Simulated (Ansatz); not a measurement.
Reaction (substitution at a C–In bond): `C[O][InH][C]#N` + `[SH][GeH3]` → `N#C[S][GeH3]` + `C[O][InH2]`

Calculated with Ansatz (gas phase, PBE0-D4/def2-TZVP geometries, no zero-point term in ΔE). CCSD(T)/CBS is the MP2 limit (def2-TZVPP, def2-QZVPP) plus CCSD(T) − MP2 in def2-TZVPP, frozen cores. DFT in def2-TZVPP. Elements past krypton have def2 core potentials. For Ge, In outer-core shells are correlated without core-valence functions, which leaves a few kJ/mol of doubt a bond. Scalar relativity is left out up to krypton. One conformer a species, not always the lowest.

```tsv
species	LDA (SPW92) energy (Eh)
`C[O][InH][C]#N`	-396.75339
`[SH][GeH3]`	-2473.05261
`N#C[S][GeH3]`	-2564.55263
`C[O][InH2]`	-305.23717
```

(1) Work out ΔE.

Largest T1 diagnostic among the species: 0.017.

Answers

(1) ΔE = (-2564.55263) + (-305.23717) − (-396.75339) − (-2473.05261) = 0.01620 Eh = +42.5 kJ/mol. CCSD(T)/CBS gives +79.5 kJ/mol.

In def2-TZVPP, CCSD(T) changes the Hartree–Fock value by −10.8 kJ/mol (the triples alone add −3.1 kJ/mol) and MP2 by −14.2 kJ/mol. From BLYP to BHLYP (50 % exact exchange), in def2-TZVPP and without D4, ΔE moves by +16.0 kJ/mol.
